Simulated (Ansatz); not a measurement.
`[F][Ga]([F])[SH]` + H₂ → `[F][GaH][SH]` + H–F at 500 K and 1 bar (hydrogenolysis of a Ga–F bond).

Gas-phase electronic energies from Ansatz, PBE0-D4/def2-TZVP geometries. CCSD(T)/CBS is the MP2 limit (def2-TZVPP, def2-QZVPP) plus CCSD(T) − MP2 in def2-TZVPP, frozen cores. This one scheme is used for every species. For Ga outer-core shells are correlated without core-valence functions, which leaves a few kJ/mol of doubt a bond. Scalar relativity is left out up to krypton. One conformer a species, not always the lowest.

```
           species  CCSD(T)/CBS energy (Eh)  H − E (kJ/mol)  S (J/(mol·K))
`[F][Ga]([F])[SH]`              -2522.02273            71.1          372.8
                H₂                 -1.17544            41.0          145.5
    `[F][GaH][SH]`              -2422.78377            79.2          343.7
               H–F               -100.39570            39.4          188.7
```

H − E and S are ideal-gas, rigid-rotor, harmonic terms from PBE0-D4/def2-TZVP, for one conformer and one mirror image of each species. The MP2-based limit puts H₂ 0.8 mEh under its directly extrapolated value; such offsets cancel only in part. 1 Eh = 2625.50 kJ/mol, R = 8.31446 J/(mol·K).

**Question.** By hand: ΔE, ΔH, ΔS and ΔG.

**Answer.** ΔE = (-2422.78377) + (-100.39570) − (-2522.02273) − (-1.17544) = 0.01870 Eh = 49.1 kJ/mol. Δ(H − E) = 79.2 + 39.4 − 71.1 − 41.0 = 6.5, so ΔH = 55.6 kJ/mol. ΔS = 343.7 + 188.7 − 372.8 − 145.5 = 14.1 J/(mol·K). ΔG = 55.6 − 500 × (14.1)/1000 = 48.6 kJ/mol.

**Question.** By hand: the equilibrium constant, and the temperature at which ΔG would vanish if ΔH and ΔS stayed fixed.

**Answer.** log₁₀ K = −ΔG/(RT ln 10) = -5.1. ΔG = 0 at ΔH/ΔS = 3943 K, far beyond where these terms or the molecules hold.

The number of gas molecules stays the same, so ΔS is small and ΔH decides. A doubt of 5 kJ/mol in ΔE shifts log₁₀ K by 0.5 here. Other conformers and mirror images would add mixing entropy, several J/(mol·K) or more a flexible species. These are equilibria of isolated gas molecules and say nothing of rates. Largest T1 diagnostic: 0.014 (customary marks: 0.02 for closed shells, 0.045 for open ones).
